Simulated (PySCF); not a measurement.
## Cr (chromium, neutral) across methods

[Ar] 3d4 4s2, high-spin 5D determinant (an excited configuration). Calculation: PySCF 2.14, in dyall-av2z (16s12p7d2f, 101 functions); the non-relativistic Hamiltonian (point nucleus). The B2PLYP total includes its PT2 part (frozen core); its orbital energies are those of the SCF part.

```csv
method,E (hartree),mean ε 3d α (eV),mean ε 4s α (eV),mean ε 4s β (eV),Σ⟨r²⟩ (bohr²),⟨S²⟩
B97-3,-1044.266,-9.473,-5.647,-4.984,43.18,6.005
PBE0,-1044.174,-9.445,-5.796,-4.976,43.15,6.009
M06-L,-1044.335,-7.337,-5.102,-4.281,42.02,6.009
LDA,-1042.127,-7.430,-5.337,-4.496,42.50,6.008
r2SCAN,-1044.347,-7.858,-5.391,-4.414,43.34,6.026
CAM-B3LYP,-1044.441,-10.792,-6.772,-6.096,42.92,6.005
B2PLYP,-1044.122,-11.554,-6.198,-5.469,43.70,6.007
UHF,-1043.30405,-15.569,-7.108,-6.027,45.43,6.017
PBE,-1044.142,-7.251,-5.147,-4.327,42.91,6.009
```
